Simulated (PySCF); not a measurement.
Vertical excitations of a molecule FH8NSi3 from TDA-B3LYP/def2-SVPD (PySCF), as energy in eV (oscillator strength): 5.42 (0.005), 6.06 (0.002), 6.18 (0.085), 6.27 (0.012), 6.61 (0.011), 6.63 (0.021), 6.88 (0.019), 6.92 (0.054), 7.14 (0.070), 7.21 (0.013). Lowest triplet (TDA): 5.03 eV. Coordinates come from a PBE-D3(BJ)/def2-SVP optimisation. The values are those of a single conformer.

### Question
Which molecule gave these data?
A. F[Si@H]([SiH3])N[SiH3]
B. N[SiH2][SiH2][SiH2]F
C. F[SiH2]N([SiH3])[SiH3]
D. F[SiH2][SiH2]N[SiH3]

### Answer
B, N[SiH2][SiH2][SiH2]F
